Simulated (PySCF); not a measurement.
## Excitation energy of Cd⁺ by level of theory

Cd⁺ [Kr] 4d10 5s1 (2S) → Cd⁺ [Kr] 4d10 5p1 (2P), as a difference of total energies. Calculation: PySCF 2.14, in Sapporo-DKH3-TZP-2012 (9s7p5d2f1g, 78 functions); scalar relativity by spin-free X2C-1e. Correlated levels: valence and next inner shell: [Ar] 3d10 frozen. The calculations carry no spin-orbit coupling.

```csv
method,excitation energy (eV)
UHF,5.972
MP2 (valence and next inner shell),6.386
SCS-MP2 (valence and next inner shell),6.328
CCSD (valence and next inner shell),6.297
CCSD(T) (valence and next inner shell),6.312
```

Task: How much does correlation contribute at CCSD(T) (valence and next inner shell)?

Result: 6.312 − (5.972) = 0.340 eV, measured against UHF.

Errors of the correlated levels include the incompleteness of this basis and the frozen core.

The basis was made for the ground configuration and has no added diffuse functions, so the excitation energy can come out too high.

For comparison: 5.677 eV (measured; NIST levels, between the centres of gravity of the two terms).
